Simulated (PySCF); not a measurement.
C₄H₇F₂NO.
SMILES: `CC(=O)NCC(F)F`

Theory: TDDFT B3LYP/def2-SVPD, vertical, gas phase, core orbitals frozen in the response in PySCF. The structure is a single GFN2-xTB conformer in the gas phase; no vibrational or solvent corrections. Torsions of this conformer, `[CH3:1][C:2](=[O:3])[NH:4][CH2:5][CH:6]([F:7])[F:8]`: C1–C2–N4–C5 -176°, C2–N4–C5–C6 96°, N4–C5–C6–F7 62°.

Computed singlets with f of 0.002 or more:

| state | λ (nm) | f |
| --- | --- | --- |
| S2 | 187.8 | 0.0049 |
| S3 | 182.2 | 0.014 |
| S4 | 174.0 | 0.151 |
| S5 | 165.1 | 0.017 |
| S6 | 161.4 | 0.0045 |
| S7 | 159.8 | 0.016 |
| S8 | 157.7 | 0.0038 |

Give A, τ, |μ| and ∫σ dE for each state.

A / s⁻¹ = 0.6670 f (ν̃ / cm⁻¹)² and τ = 1/A in vacuum; |μ| follows from f = (2/3) ΔE |μ|² (atomic units, 1 au = 2.5417 D); ∫σ dE = 109.76 f Mb·eV.

```json
{"state": "S2", "A (s⁻¹)": "9.3×10⁶", "τ": "110 ns", "|μ| (D)": "0.44", "∫σ dE (Mb·eV)": "0.54"}
{"state": "S3", "A (s⁻¹)": "2.8×10⁷", "τ": "36 ns", "|μ| (D)": "0.74", "∫σ dE (Mb·eV)": "1.5"}
{"state": "S4", "A (s⁻¹)": "3.3×10⁸", "τ": "3 ns", "|μ| (D)": "2.37", "∫σ dE (Mb·eV)": "17"}
{"state": "S5", "A (s⁻¹)": "4.1×10⁷", "τ": "24 ns", "|μ| (D)": "0.77", "∫σ dE (Mb·eV)": "1.9"}
{"state": "S6", "A (s⁻¹)": "1.2×10⁷", "τ": "87 ns", "|μ| (D)": "0.39", "∫σ dE (Mb·eV)": "0.5"}
{"state": "S7", "A (s⁻¹)": "4.3×10⁷", "τ": "23 ns", "|μ| (D)": "0.75", "∫σ dE (Mb·eV)": "1.8"}
{"state": "S8", "A (s⁻¹)": "1.0×10⁷", "τ": "97 ns", "|μ| (D)": "0.36", "∫σ dE (Mb·eV)": "0.42"}
```

These lifetimes count emission to the ground state at the vertical energy alone; relaxation of the geometry and all other decay channels are left out.

Which computed singlets stay under f = 0.002?

S1 (5.74 eV, f 0.0015).

How much energy does a mole of photons resonant with S4 carry?

7.124 eV × 96.485 = 687 kJ/mol (164 kcal/mol).

By what factor does the largest A in the list exceed the smallest?

S4 has 36 times the rate of S2.
